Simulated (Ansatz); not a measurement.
One change: `NBCBr` becomes `BCBr`.

Ansatz, PBE0-D4/def2-TZVP geometries, multiplicity 1. Each molecule was computed in one conformer, which needn't be the lowest.

Scalar relativity is left out up to krypton.

```json
{"property": "HOMO–LUMO gap (B3LYP/def2-TZVPP) / eV", "`NBCBr`": "7.39"}
{"property": "HOMO–LUMO gap (PBE0/def2-TZVPP) / eV", "`NBCBr`": "7.91"}
{"property": "size of the dipole moment (B3LYP/def2-TZVPP) / D", "`NBCBr`": "1.75"}
{"property": "zero-point energy (PBE0-D4/def2-TZVP) / kJ/mol", "`NBCBr`": "179.8"}
{"property": "size of the dipole moment (ωB97M-V/def2-TZVPP) / D", "`NBCBr`": "1.73"}
{"property": "LUMO energy (PBE0/def2-TZVPP) / eV", "`NBCBr`": "0.16"}
```

(1) What does the change do to each property? (Estimate.)

Results:

(1) Computed: 
```
                                          property  `BCBr`  shift
             HOMO–LUMO gap (B3LYP/def2-TZVPP) / eV    6.98  -0.41
              HOMO–LUMO gap (PBE0/def2-TZVPP) / eV    7.52  -0.39
  size of the dipole moment (B3LYP/def2-TZVPP) / D    1.54  -0.21
    zero-point energy (PBE0-D4/def2-TZVP) / kJ/mol   128.3  -51.5
size of the dipole moment (ωB97M-V/def2-TZVPP) / D    1.55  -0.18
                LUMO energy (PBE0/def2-TZVPP) / eV   -1.02  -1.18
```

With PBE0 the HOMO falls by 0.79 eV and the LUMO falls by 1.18 eV, so the gap narrows by about 0.39 eV. PBE moves the HOMO by -0.79 eV and ωB97M-V by -0.79 eV. The zero-point energy changes by -51.5 kJ/mol with -6 modes. Dipoles are sizes alone; their direction can turn.

B3LYP here is the variant with VWN-RPA as its local correlation; programs differ in this.

Spin–orbit coupling is left out; it splits and shifts lone-pair levels of the heavy atoms by tenths of an eV.
